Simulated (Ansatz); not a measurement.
C₂H₆Al₂, SMILES `C[CH]1[AlH][AlH]1`, 10 atoms. Total charge 0; spin multiplicity 1. All runs use 2 threads of an Intel Xeon Platinum 8375C on a shared host. Correlated methods freeze the cores.

Question: Give the basis size and wall time and peak host memory of each of these runs in Ansatz. RKS ωB97M-V/def2-TZVPP energy and forces; RKS r2SCAN0-D4/def2-TZVPP energy; RHF-CCSD(T)/def2-TZVPP energy; RKS r2SCAN-D4/def2-TZVPP energy and forces; RKS LC-ωPBE/def2-TZVPP energy; RKS PBE0-D4/def2-TZVP relaxation (21 steps); RHF-CCSD(T)/def2-SVP energy; RKS PBE0-D4/def2-TZVP frequencies; direct RPA on PBE orbitals/def2-TZVPP energy; RKS PBE0-D4/def2-SVP energy; RKS PBE0-D4/def2-QZVPP energy; RKS ωB97M-V/def2-QZVPP energy. (Best estimate.)

Answer: Computed: Other jobs shared the machine, so times are rough.

```csv
level,job,functions,wall time,peak host memory (GiB)
RKS PBE0-D4/def2-SVP,energy,94,1.2 s,0.21
RKS LC-ωPBE/def2-TZVPP,energy,230,3.9 s,0.41
RHF-CCSD(T)/def2-SVP,energy,94,4.9 s,0.32
RKS r2SCAN0-D4/def2-TZVPP,energy,230,7 s,0.54
direct RPA on PBE orbitals/def2-TZVPP,energy,230,7 s,0.56
RKS r2SCAN-D4/def2-TZVPP,energy and forces,230,7.5 s,0.31
RKS PBE0-D4/def2-QZVPP,energy,434,13 s,1.3
RKS ωB97M-V/def2-TZVPP,energy and forces,230,16 s,0.76
RKS ωB97M-V/def2-QZVPP,energy,434,27 s,1.6
RHF-CCSD(T)/def2-TZVPP,energy,230,68 s,3.6
RKS PBE0-D4/def2-TZVP,relaxation (21 steps),172,100 s,0.46
RKS PBE0-D4/def2-TZVP,frequencies,172,2.8 min,0.46
```

LC-ωPBE has ω = 0.4 bohr⁻¹.
